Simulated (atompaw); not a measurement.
**Scattering properties, PAW (atompaw) potential for osmium (Os)**

```json
{"Element": "Os (Z = 76)", "Generator": "atompaw 4.2.0.5", "Type": "PAW", "Functional": "LDA (PW92)", "Relativity": "scalar-relativistic", "Frozen core": "[Kr] 4d10 4f14", "Valence charge": "16", "Reference configuration": "5s2 5p6 5d6 6s1.75 6p0.25", "Partial waves": "5s (bound): rc 1.90 bohr; 6s (bound): rc 2.15 bohr; 5p (bound): rc 1.35 bohr; 6p (bound): rc 1.85 bohr; 5d (bound): rc 2.15 bohr; 5d channel at 1.05 Ry: rc 2.15 bohr", "Local potential": "troulliermartins scheme with l = 3 at -0.5 Ry, radius 2.00 bohr", "Core correction": "smooth core density matched at 1.65 bohr", "Augmentation charge": "sinc compensation charge, radius 2.00 bohr; PAW radius 2.15 bohr; waves and projectors: custom polynom2 7 10 vanderbiltortho"}
```

The phase is arctan(r·u′/u) with u = r·R(r), unwrapped; energies in Ry, scanned from -9 to 5 Ry. A pole is an energy at which the radial function vanishes at the test radius. The pseudo phase is shifted by a multiple of π to meet the all-electron one at the reference energy, and phase errors are pseudo minus all-electron; the curves can meet again beyond the range given. Levels narrower than the energy grid can be missing from the lists of poles.

Problem. For each channel, where are the poles, and over which energies does the pseudopotential scatter like the atom?

Solution.

| channel | radius (bohr) | reference energy (Ry) | poles, all-electron | poles, pseudo | unbroken range about the reference energy with phases within 0.05 rad | phase error 1 Ry above the reference energy (rad) |
| --- | --- | --- | --- | --- | --- | --- |
| s | 2.15 | -0.49 | -6.69, 4.62 | -6.69, 4.06 | the whole range | -0.008 |
| p | 2.15 | -0.12 | -3.50 | -3.50 | the whole range | -0.000 |
| d | 2.15 | -0.51 | 0.65 | 0.65 | the whole range | -0.000 |

Phases in the d channel:

```tsv
E (Ry)	all-electron	pseudo
-9.00	1.411	1.411
-8.52	1.407	1.407
-8.04	1.401	1.401
-7.56	1.395	1.395
-7.08	1.389	1.389
-6.60	1.382	1.381
-6.12	1.373	1.373
-5.64	1.364	1.363
-5.16	1.352	1.352
-4.68	1.339	1.339
-4.20	1.322	1.322
-3.72	1.301	1.301
-3.24	1.274	1.274
-2.76	1.235	1.234
-2.28	1.174	1.174
-1.80	1.065	1.065
-1.32	0.808	0.807
-0.84	-0.062	-0.062
-0.36	-1.107	-1.107
0.12	-1.429	-1.429
0.60	-1.561	-1.561
1.08	-1.639	-1.639
1.56	-1.698	-1.698
2.04	-1.751	-1.751
2.52	-1.808	-1.808
3.00	-1.875	-1.875
3.48	-1.968	-1.968
3.96	-2.114	-2.115
4.44	-2.379	-2.384
4.92	-2.905	-2.916
```
